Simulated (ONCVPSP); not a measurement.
# What one change does to a pseudopotential (scandium, ONCV)

ONCVPSP 4.0.1 input, shortened (lines: element, Z, core and valence counts, functional; n l f; lmax; l rc ep ncon nbas qcut; lloc lpopt rc5 dvloc0; l nproj debl; icmod fcfact rcfact), LDA (Perdew-Zunger), scalar-relativistic:

```
  Sc 21.00    5    3        3      upf
    1    0    2.00
    2    0    2.00
    2    1    6.00
    3    0    2.00
    3    1    6.00
    3    2    1.00
    4    0    1.00
    4    1    1.00
    2
    0    3.05    0.00    4    7    2.20
    1    4.00    0.00    5    9    1.70
    2    2.80    0.00    4    9    6.50
    2    5    2.80    0.00
    0    2    2.30
    1    1    3.60
    2    0    2.20
    3    5.00    1.40
```

All-electron outer shells of the reference configuration (LDA (Perdew-Zunger), scalar-relativistic, ld1.x):

```tsv
shell	level (eV)	outermost node (bohr)	outermost maximum (bohr)
3s	-56.00	0.42	0.92
3p	-34.85	0.39	0.97
4s	-5.01	1.33	3.02
3d	-4.57	–	1.10
4p	-2.10	1.49	3.93
```

Change: core correction none.

Cutoffs: the cutoffs (Ha) at which the residual kinetic energy of the hardest occupied pseudo-wave falls to 1 and 0.1 mHa per electron; they do not see the model core or the augmentation charge, which bear on the density cutoff. Errors are all-electron minus pseudo energies relative to the spin-unpolarised reference configuration.

**Question.** How do hardness, ghosts and transferability respond?

**Answer.** The potential gets neither clearly harder nor softer (14 Ha and 16 Ha → 14 Ha and 16 Ha); of the 4 tests that both files solve, the error grows in 2 and shrinks in 1 by more than 15 % and 0.3 meV (median size 13.1 → 54.0 meV); neither file shows a bound ghost.

| quantity | base | changed |
| --- | --- | --- |
| cutoff, loose | 14 Ha | 14 Ha |
| cutoff, tight | 16 Ha | 16 Ha |
| bound ghosts | none | none |
| GHOST(+) flags under 300 eV | p at 2.6 eV, s at 29.3 eV | p at 2.6 eV, s at 29.3 eV |
| error for 3d1 4s2 4p0, meV [ΔE -2.84 eV] | -2.9 | +6.7 |
| error for 3d1 4s1 4p0, meV [ΔE 4.23 eV] | -7.1 | +2.0 |
| error for 3d1 4s0 4p0, meV [ΔE 17.19 eV] | -116 | +101 |
| error for 3d2 4s0 4p0, meV [ΔE 4.88 eV] | +19 | +196 |
| s: phases at 3.09 bohr within 0.05 rad from the reference energy up to (Ha; the scan ends near 5) | 0.9 | 0.9 |
| p: phases at 4.07 bohr within 0.05 rad from the reference energy up to (Ha; the scan ends near 5) | 0.0 | 0.0 |
| d: phases at 2.84 bohr within 0.05 rad from the reference energy up to (Ha; the scan ends near 5) | 0.0 | 0.0 |
